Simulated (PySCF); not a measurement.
A GIAO shielding run with PySCF 2.14.0 with density-fitted response routines (density fitting, non-relativistic, gas phase) on `O=CN1CCC[SiH2]1`, C$_{4}$H$_{9}$NOSi:

```
$ OMP_NUM_THREADS=1 python probes_run.py task.json out

{"job": {"kind": "nmr", "xc": "PBE0", "basis": "pcSseg-1"}, "charge": 0, "multiplicity": 1}
O      2.654566     1.235235     0.941589
C      2.210327     0.526876     0.066715
N      0.907747     0.260539    -0.033121
C      0.298849    -0.554935    -1.058793
C     -1.007372    -1.083848    -0.470584
C     -1.662705     0.062672     0.303528
Si    -0.196191     0.942892     1.152010
H      2.848750     0.051991    -0.701831
H      0.970772    -1.366025    -1.352773
H      0.094521     0.061640    -1.942986
H     -1.655105    -1.473289    -1.256923
H     -0.777333    -1.897732     0.219141
H     -2.419305    -0.314586     0.986405
H     -2.169487     0.732964    -0.391026
H     -0.229759     2.396881     1.048747
H      0.124126     0.427667     2.478491
```

Hardware: 1 thread of an Arm Neoverse V2, shared host. The job also computes population analyses, field gradients, ring-centre shieldings.

Problem. How large is the calculation?

Solution. 62 electrons, 171 basis functions and 904 auxiliary functions.

Problem. How long does it take, and how much memory does it need?

Solution. 20 s of wall time, with 14 SCF cycles and 5 response iterations; peak memory 0.77 GiB. Times on a shared host scatter by some tens of per cent.
